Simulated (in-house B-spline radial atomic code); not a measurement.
Response and correlation along the 14-electron series, closed shell [Ne] 3s2 (3p1/2)2; the second-order energy is extrapolated in partial waves. Computed with a B-spline radial code for spherical atoms: relativistic RPA and second-order many-body perturbation theory on Dirac-Hartree-Fock.

Closed in jj coupling only.

```csv
ion,Z,dipole polarisability (bohr³),quadrupole polarisability (bohr⁵),ratio of RPA to uncoupled dipole,second order correlation energy (Eh),C6 of two such ions (Eh bohr⁶)
Dy52+,66,0.0042637,0.00019689,1.0284,-0.7629,0.00023657
Ho53+,67,?,?,?,?,?
Er54+,68,0.0036305,0.00015258,1.0264,-0.76419,0.00018849
Tm55+,69,0.0033527,0.00013464,1.0255,-0.76478,0.0001685
Yb56+,70,?,?,?,?,?
Lu57+,71,0.0028634,0.00010533,1.0236,-0.76591,0.00013504
Hf58+,72,0.0026479,9.3365e-05,1.0227,-0.76643,0.00012104
Ta59+,73,?,?,?,?,?
W60+,74,0.0022673,7.3649e-05,1.0209,-0.76747,9.7495e-05
Re61+,75,0.0020993,6.5536e-05,1.02,-0.768,8.7599e-05
Os62+,76,0.0019446,5.8387e-05,1.0192,-0.76853,7.8766e-05
Ir63+,77,0.0018019,5.2076e-05,1.0184,-0.76908,7.0871e-05
Pt64+,78,0.0016702,4.6497e-05,1.0176,-0.76965,6.3811e-05
```

Task: Fill in the row of Ho53+.

Result: dipole polarisability (bohr³): 0.0039334; quadrupole polarisability (bohr⁵): 0.00017318; ratio of RPA to uncoupled dipole: 1.0274; second order correlation energy (Eh): -0.76356; C6 of two such ions (Eh bohr⁶): 0.00021105.

Task: Fill in the row of Yb56+.

Result: dipole polarisability (bohr³): 0.0030977; quadrupole polarisability (bohr⁵): 0.000119; ratio of RPA to uncoupled dipole: 1.0245; second order correlation energy (Eh): -0.76535; C6 of two such ions (Eh bohr⁶): 0.00015077.

Task: Fill in the row of Ta59+.

Result: dipole polarisability (bohr³): 0.0024497; quadrupole polarisability (bohr⁵): 8.287e-05; ratio of RPA to uncoupled dipole: 1.0218; second order correlation energy (Eh): -0.76696; C6 of two such ions (Eh bohr⁶): 0.00010859.

Task: How fast does the dipole polarisability fall along the series?

Result: From 0.004264 to 0.00167 bohr³; a fit of its logarithm against log Z from Z = 66 to 78 has slope -5.61.
